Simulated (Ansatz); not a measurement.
Program: Ansatz. Geometries: PBE0-D4/def2-TZVP. ΔE: electronic, gas phase. CCSD(T)/CBS adds triple-zeta CCSD(T) − MP2 to the extrapolated MP2 energy (def2 sets, frozen cores). This one scheme is used for every species, atoms too. Functionals use def2-TZVPP. Open shells (•) are unrestricted, without spin–orbit coupling. Bonds to Ge are less sure, by a few kJ/mol each and by 10 to 20 or more in all where they break to atoms, as the def2 sets lack core-valence functions. Scalar relativity is left out up to krypton. Each species was taken in one conformer, which may not be the lowest.

Reaction (hydrogen abstraction from the Si–H bond): `Cl[SiH2][S][GeH2][Cl]` + H• → `Cl[SiH][S][GeH2][Cl]`• + H₂

```json
{"level": "PBE", "ΔE (kcal/mol)": "-17.3"}
{"level": "MP2/CBS(def2)", "ΔE (kcal/mol)": "-11.3"}
```

(1) What does CCSD(T)/CBS give? (Best estimate.)

Largest T1 diagnostic among the species: 0.013.

Answers

(1) Ansatz gave: -14.2 kcal/mol. The listed levels differ from it by -3.1, 2.9 kcal/mol.

In def2-TZVPP, CCSD(T) changes the Hartree–Fock value by −6.5 kcal/mol (the triples alone add −0.2 kcal/mol) and MP2 by −3.7 kcal/mol. From PBE to PBE0 (25 % exact exchange), in def2-TZVPP and without D4, ΔE moves by +2.3 kcal/mol.
